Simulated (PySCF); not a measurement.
C3F6PS2 (charge -1).
Numbering: `[F:1][C:2]([F:3])([F:4])[P:5]([C:6](=[S:7])[S-:8])[C:9]([F:10])([F:11])[F:12]`

The same species was optimised twice, with GFN2-xTB and with PBE0-D3(BJ)/def2-SVP (PySCF), and the same property calculations (PySCF, gas phase) were run on both structures.

| coordinate | GFN2-xTB | PBE0-D3(BJ)/def2-SVP | change |
| --- | --- | --- | --- |
| P5–C6 (Å) | 1.823 | 1.855 | +0.032 |
| C2–P5 (Å) | 1.938 | 1.911 | -0.027 |
| C6=S7 (Å) | 1.642 | 1.661 | +0.019 |
| C2–F4 (Å) | 1.343 | 1.336 | -0.007 |
| C9–F12 (Å) | 1.338 | 1.332 | -0.006 |
| C9–F10 (Å) | 1.340 | 1.334 | -0.006 |
| F1–C2 (Å) | 1.338 | 1.334 | -0.004 |
| C2–F3 (Å) | 1.353 | 1.352 | -0.001 |
| P5–C9 (Å) | 1.903 | 1.904 | +0.001 |
| C9–F11 (Å) | 1.350 | 1.350 | 0.000 |
| C6–S8 (Å) | 1.682 | 1.682 | 0.000 |
| P5–C6–S8 (°) | 98.5 | 106.2 | +7.7 |
| P5–C6–S7 (°) | 128.3 | 122.0 | -6.3 |
| C6–P5–C9 (°) | 96.9 | 100.7 | +3.8 |
| C2–P5–C9 (°) | 90.9 | 94.3 | +3.4 |
| S7–C6–S8 (°) | 133.3 | 131.6 | -1.7 |
| F3–C2–P5 (°) | 111.3 | 109.7 | -1.6 |
| P5–C9–F12 (°) | 116.4 | 115.2 | -1.2 |
| F10–C9–F11 (°) | 105.3 | 106.1 | +0.8 |
| F1–C2–P5–C6 (°) | 55 | 53 | -2 |
| C2–P5–C6–S7 (°) | 9 | 20 | +11 |
| C2–P5–C9–F10 (°) | -164 | -164 | 0 |

Rotational constants: A = 767.8, B = 640.6, C = 445.7 MHz (GFN2-xTB) against A = 743.4, B = 657.2, C = 422.3 MHz (PBE0-D3(BJ)/def2-SVP). Point groups within 0.08 Å: C1 and C1.

On the GFN2-xTB structure: HOMO (eV) -2.07 [PBE0/pcSseg-1]; LUMO (eV) 2.11 [PBE0/pcSseg-1]; GIAO shielding of F1 (×6) (mean) (ppm) 247.2 [PBE0/pcSseg-1]; GIAO shielding of C2/C9 (mean) (ppm) 49.3 [PBE0/pcSseg-1]; GIAO shielding of P5 (ppm) 357.0 [PBE0/pcSseg-1]; GIAO shielding of C6 (ppm) -73.3 [PBE0/pcSseg-1]; GIAO shielding of S7/S8 (mean) (ppm) -195.5 [PBE0/pcSseg-1].

Task: What do these properties become on the PBE0-D3(BJ)/def2-SVP structure?

Result: 
```
                                    property          level  on GFN2-xTB  on PBE0-D3(BJ)/def2-SVP  change
                                   HOMO (eV)  PBE0/pcSseg-1        -2.07                    -2.00   +0.07
                                   LUMO (eV)  PBE0/pcSseg-1         2.11                     2.18   +0.07
energy, GFN2-xTB geometry as zero (kcal/mol)  PBE0/pcSseg-1          0.0                     -2.0    -2.0
      GIAO shielding of F1 (×6) (mean) (ppm)  PBE0/pcSseg-1        247.2                    245.0    -2.2
        GIAO shielding of C2/C9 (mean) (ppm)  PBE0/pcSseg-1         49.3                     50.2    +0.9
                  GIAO shielding of P5 (ppm)  PBE0/pcSseg-1        357.0                    323.1   -33.9
                  GIAO shielding of C6 (ppm)  PBE0/pcSseg-1        -73.3                    -75.6    -2.3
        GIAO shielding of S7/S8 (mean) (ppm)  PBE0/pcSseg-1       -195.5                   -204.8    -9.3
```

The heavy atoms differ by 0.169 Å rms after alignment. Among bonds between heavy atoms P5–C6 changes most (+0.032 Å). Changes are differences of the printed values. Neither structure is proved a minimum here. One conformer (not necessarily the lowest) at the PBE0-D3(BJ)/def2-SVP geometry, without solvent, vibrations or thermal averaging. The geometry's basis has no diffuse functions, a weakness for an anion.

Shape of the structure used: `[F:1][C:2]([F:3])([F:4])[P:5]([C:6](=[S:7])[S-:8])[C:9]([F:10])([F:11])[F:12]`: F1–C2–P5–C6 53°, C2–P5–C6–S7 20°, C2–P5–C9–F10 -164°.
